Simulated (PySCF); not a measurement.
An equivalent PySCF input for Al²⁺ (aluminium, charge +2), [Ne] 3s1, 2S determinant, with scalar relativity by spin-free X2C-1e:

```python
from pyscf import gto, scf, dft, mp, cc
import basis_set_exchange as bse
mol = gto.M(atom="Al 0 0 0", charge=2, spin=1, symmetry="D2h",
            basis=gto.basis.parse(bse.get_basis("aug-cc-pVQZ-DK", elements=["Al"], fmt="nwchem")),
            nucmod="G")
mf = dft.UKS(mol, xc="LDA,VWN").sfx2c1e()
mf.irrep_nelec = {'Ag': (3, 2), 'B1u': (1, 1), 'B2u': (1, 1), 'B3u': (1, 1)}
mf.kernel()
```

It reaches the same state as the run whose output follows, with an energy that differs only through the grid. The run itself started from symmetry-adapted Hartree-Fock orbitals and held the occupation by maximum overlap, on a logarithmic radial grid, so the iterations belong to that start.

```
SCF conv_tol = 1e-09
number electrons alpha = 6  beta = 5
XC functionals = LDA,VWN
    P. A. M. Dirac.,  Math. Proc. Cambridge Philos. Soc. 26, 376 (1930)
    F. Bloch.,  Z. Phys. 57, 545 (1929)
    S. H. Vosko, L. Wilk, and M. Nusair.,  Can. J. Phys. 58, 1200 (1980)
cycle= 1 E= -240.832526678529  delta_E= -0.00889  |g|= 0.0408  |ddm|= 25.6
cycle= 2 E= -240.832808994377  delta_E= -0.000282  |g|= 0.0141  |ddm|= 0.521
cycle= 3 E= -240.832846880704  delta_E= -3.79e-05  |g|= 2.95e-05  |ddm|= 0.0607
cycle= 4 E= -240.832846880838  delta_E= -1.34e-10  |g|= 9.73e-07  |ddm|= 0.00513
converged SCF energy = -240.832846880838  <S^2> = 0.750044  2S+1 = 2.000044
```
